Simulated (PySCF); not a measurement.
# Manganese: a sound run and one with changed settings

Sound run: Mn [Ar] 3d5 4s2, Mn⁺ [Ar] 3d5 4s1. Calculation: PySCF 2.14, in 6-31G*; no relativity, point nucleus. The sound run starts from symmetry-adapted Hartree-Fock orbitals and uses a fine grid where one is needed.

Changed run: 14 angular points. This setting is unsound on purpose.

```tsv
species	method	sound run (hartree)	changed run (hartree)	converged
Mn	UHF	-1149.71950	-1149.71950	yes
Mn	MN15	-1150.88864	-1150.88864	yes
Mn	M06-2X	-1150.82021	-1150.82021	yes
Mn⁺	UHF	-1149.50143	-1149.50143	yes
Mn⁺	MN15	-1150.62465	-1150.62465	yes
Mn⁺	M06-2X	-1150.52719	-1150.52719	yes
```

Ionisation energy of Mn:

| method | sound run (eV) | changed run (eV) |
| --- | --- | --- |
| UHF | 5.934 | 5.934 |
| MN15 | 7.184 | 7.184 |
| M06-2X | 7.973 | 7.973 |

Here the setting changes nothing at the digits shown.

For comparison, NIST gives 7.434 eV between the lowest levels.
